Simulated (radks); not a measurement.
Isoelectronic series with 42 electrons, each ion in its NIST ground configuration. Method: scalar-relativistic Kohn-Sham, PBE, spin-polarised, spherical densities, finite nucleus; open shells are filled with parallel spins first (spin-orbit coupling, left out, can overturn this in heavy ions); Fermi nuclear charge, rms radius of each element as measured or else 0.836 A^(1/3) + 0.57 fm; computed with a radial shooting solver on a logarithmic mesh with Libxc functionals. Total energies (hartree) and orbital eigenvalues (eV):

| ion | configuration | E (hartree) | 4d up | 4p down | 4p up |
|---|---|---|---|---|---|
| Mo | [Kr] 4d5 5s1 | -4048.73208 | -4.5707 | -36.0947 | -39.0882 |
| Tc+ | [Kr] 4d5 5s1 | -4285.42600 | -15.3234 | -50.4174 | -54.0107 |
| Ru2+ | [Kr] 4d6 | -4529.84944 | -25.2975 | -64.6083 | -67.5454 |
| Rh3+ | [Kr] 4d6 | -4781.96429 | -40.8357 | -84.1166 | -87.3951 |
| Pd4+ | [Kr] 4d6 | -5041.74748 | -58.7343 | -106.0520 | -109.6429 |
| Ag5+ | [Kr] 4d6 | -5309.21994 | -78.8115 | -130.2117 | -134.0937 |
| Cd6+ | [Kr] 4d6 | -5584.40390 | -100.9561 | -156.4771 | -160.6342 |
| In7+ | [Kr] 4d6 | -5867.33468 | -125.0941 | -184.7726 | -189.1927 |
